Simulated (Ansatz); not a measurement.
Geometry optimisation, Ansatz, RKS PBE-D4/def2-SVP.

input.yaml

```yaml
crystal:
  periodic: [false, false, false]
  atoms:
    - { symbol: Ti, position_ang: [0.0, 0.0, 0.0] }
    - { symbol: O, position_ang: [0.0, 0.0, 1.92] }
    - { symbol: H, position_ang: [-0.9095, -0.2814, 2.2571] }
    - { symbol: O, position_ang: [1.8106, 0.0, -0.6394] }
    - { symbol: H, position_ang: [2.1269, -0.9521, -0.756] }
    - { symbol: O, position_ang: [-0.9043, 1.5667, -0.6394] }
    - { symbol: H, position_ang: [-1.8621, 1.336, -0.8617] }
    - { symbol: O, position_ang: [-0.9043, -1.5667, -0.6394] }
    - { symbol: H, position_ang: [-1.359, -2.0324, 0.133] }
basis:
  gaussian: { orbitals: def2-SVP }
hamiltonian:
  xc: pbe
  dispersion: d4
relax:
  f_tol: 0.02
  max_steps: 40
```

Launched with:

```bash
$ ansatz run input.yaml --threads 4 --pin off --max-ram 5120MiB --backend cpu --events-out ev --progress --plain --runs-dir out
```

Where does it end, and by what steps?

It converged. After 10 steps the energy has fallen by 0.848 eV; H3 moved furthest, 0.81 Å.

```csv
step,energy less start (eV),largest force component (eV/Å),accepted
0,0.0000,2.226,yes
1,-0.5212,2.418,yes
2,-0.6546,2.197,yes
3,-0.8062,0.300,yes
4,-0.8269,0.309,yes
5,-0.8345,0.287,yes
6,-0.8412,0.168,yes
7,-0.8444,0.090,yes
8,-0.8466,0.166,yes
9,-0.8475,0.035,yes
10,-0.8475,0.017,yes
```

```xyz
9
Properties=species:S:1:pos:R:3
Ti -0.130 -0.137 -0.009
O -0.137 -0.323 1.789
H -0.415 0.335 2.448
O 1.573 -0.035 -0.622
H 2.250 -0.721 -0.482
O -0.978 1.380 -0.492
H -1.813 1.454 -0.986
O -0.956 -1.592 -0.694
H -1.394 -2.291 -0.178
```

Whether the end is a true minimum wasn't checked by a vibrational analysis.

Time of the run: 15 s on 4 threads of Arm Neoverse V1, on a shared host, peak memory 0.17 GiB.
